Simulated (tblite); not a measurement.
A tight-binding relaxation on `FCC1(CF)[C@@H]2C[C@@H]21`.

Computed with GFN2-xTB geometry optimisation, gas phase (tblite 0.8.0). Start geometry: from a force field or distance geometry. The input is one job of a driver script: a line of settings, then coordinates in Å.

Command:
```bash
OMP_NUM_THREADS=1 python probes_run.py task.json out
```

Input:
```
{"job": {"kind": "relax", "xc": "GFN2-xTB", "basis": "xTB"}, "charge": 0, "multiplicity": 1}
F      1.243300    -2.024800     0.705900
C      1.265100    -1.172900    -0.372100
C      0.249100    -0.089900    -0.189800
C      0.346800     0.966500    -1.280800
F      0.537900     0.331700    -2.460000
C     -1.104100    -0.480900     0.344900
C     -1.499500     0.784200     1.016800
C     -0.095800     0.327500     1.210700
H      1.079000    -1.774700    -1.258900
H      2.275700    -0.761200    -0.415600
H      1.209300     1.604400    -1.097000
H     -0.544700     1.582100    -1.376500
H     -1.323900    -1.459600     0.755600
H     -1.700500     1.669300     0.433700
H     -2.176500     0.713700     1.872700
H      0.231200    -0.206300     2.099000
```

Problem. What does the run print?

Solution. 
```
step      E/eV     max force
  0    -715.74069    1.355
  1    -715.79351    0.655
  2    -715.82031    0.655
  3    -715.86856    0.644
  4    -715.92026    0.761
  5    -715.96160    0.561
  6    -715.98874    0.412
  7    -716.00741    0.287
  8    -716.01601    0.216
  9    -716.02280    0.144
... (42 lines left out)
 52    -716.03264    0.015
 53    -716.03268    0.016
 54    -716.03272    0.017
 55    -716.03276    0.015
 56    -716.03278    0.011
 57    -716.03281    0.013
 58    -716.03283    0.013
 59    -716.03286    0.014
 60    -716.03289    0.012
 61    -716.03291    0.007
```

«max force» is the largest atomic force in eV/Å.

Problem. From which step on does the largest force stay under 0.1 eV/Å, and how much energy is left to gain from there?

Solution. From step 11 (0.094 eV/Å), 5.7 meV above the end.

Summary of the converged run: energy lowered by 6.7 kcal/mol over 61 steps; largest atomic force 0.007 eV/Å at the end.

Problem. Where do the atoms end?

Solution. 0.145 Å rms from the input after alignment:
```
atom  x, y, z in Å
F1     1.2895   -2.0474    0.7134
C2     1.2892   -1.1714   -0.3412
C3     0.2307   -0.0900   -0.1577
C4     0.3533    0.9562   -1.2496
F5     0.3337    0.3524   -2.4874
C6    -1.0812   -0.5383    0.4171
C7    -1.5201    0.7608    1.0102
C8    -0.1335    0.2582    1.2552
H9     1.0946   -1.7572   -1.2458
H10    2.2931   -0.7349   -0.3928
H11    1.3115    1.4837   -1.1774
H12   -0.4681    1.6742   -1.2464
H13   -1.4914   -1.5219    0.4976
H14   -1.6902    1.6287    0.3872
H15   -2.2105    0.7012    1.8427
H16    0.3918    0.0547    2.1634
```

Hardware: one thread, Arm Neoverse N1 (aarch64), shared host with 64 logical CPUs at a one-minute load of 49. Cost: 0.49 s of wall time.
Labels such as C1 count atoms from 1, the log's own numbers from 0.
